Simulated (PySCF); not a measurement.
C₂H₈FNSi, SMILES C[Si](N)(C)F. Atoms are numbered in the order given.

```xyz
13

C     -0.5704    -0.8003    -1.5654
Si     0.0157     0.0234     0.0000
C     -0.5704    -0.8003     1.5654
N     -0.4819     1.6706     0.0000
F      1.6563    -0.1162     0.0000
H     -1.6705    -0.8090    -1.6183
H     -0.1895    -0.2745    -2.4560
H     -0.2124    -1.8409    -1.6158
H     -0.1895    -0.2745     2.4560
H     -1.6705    -0.8090     1.6183
H     -0.2124    -1.8409     1.6158
H     -0.3810     2.2381     0.8350
H     -0.3810     2.2381    -0.8350
```
Charge 0, spin multiplicity 1.

Geometry optimised at ωB97X-D3(BJ)/def2-SVP. The structure was generated by enumeration, and PubChem lists no compound with its InChIKey, so it may never have been made. The values are those of a single conformer.

The numbers are results of PySCF with ωB97X/def2-TZVP, not measurements.

Gas-phase values at a fixed geometry.

Computed frontier levels, gap, dipole moment and polarisability:
```json
{
 "highest_occupied_level": "-10.25 eV",
 "lowest_empty_level": "2.75 eV",
 "orbital_gap": "13.01 eV",
 "dipole_moment": "1.64 D",
 "quadrupole, principal values (traceless, Buckingham form, about the centre of nuclear charge)": "-9.12, 3.03, 6.09 D·Å",
 "mean_static_polarisability": "54.7 bohr³ (8.10 Å³)",
 "polarisability_principal_values": "49.5, 56.1, 58.4 bohr³"
}
```
